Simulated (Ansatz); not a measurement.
This geometry of ClH + F2GeH2 (7 atoms, charge 0, multiplicity 1) is a first-order saddle point.

Method: RHF/def2-SVP (Ansatz 0.2.0).

```xyz
7
Properties=species:S:1:pos:R:3
Ge -0.107 -0.016 -0.096
F -0.092 -0.313 1.850
H 1.374 0.286 0.008
F -0.637 1.300 -1.052
H -0.574 -1.349 -0.617
Cl -2.446 0.318 1.123
H -1.168 -0.110 1.932
```

(1) Which two structures does it join? (They come from a converged band through this point; their orientation in space is the band's.)

(2) How far does it lie above each of them?

Answers

(1) Bonds broken: Ge1–F2, Cl6–H7. Bonds formed: Ge1–Cl6, F2–H7. ClH + F2GeH2 becomes ClFGeH2 + FH.

First end point:

```xyz
7
Properties=species:S:1:pos:R:3
Ge 0.360 0.002 -0.240
F -0.007 0.167 1.436
H 1.865 -0.113 -0.365
F -0.128 1.494 -0.919
H -0.507 -1.102 -0.804
Cl -3.214 -0.336 1.881
H -2.018 0.005 2.160
```

Last end point:

```xyz
7
Properties=species:S:1:pos:R:3
Ge -0.298 0.293 -0.348
F -0.332 -1.146 2.354
H 0.935 0.778 0.383
F -0.365 1.147 -1.839
H -0.424 -1.178 -0.676
Cl -2.064 0.934 0.733
H -1.103 -0.712 2.542
```

(2) 1.74 eV above the first and 1.81 eV above the second. This is the barrier of this one path; another mechanism may lie lower. The orbitals stay closed-shell, which can raise the energy where a bond breaks towards radicals; this wasn't checked here.

Run time: 3.1 min on 1 thread of Arm Neoverse V1, on a shared host, peak memory 0.19 GiB.
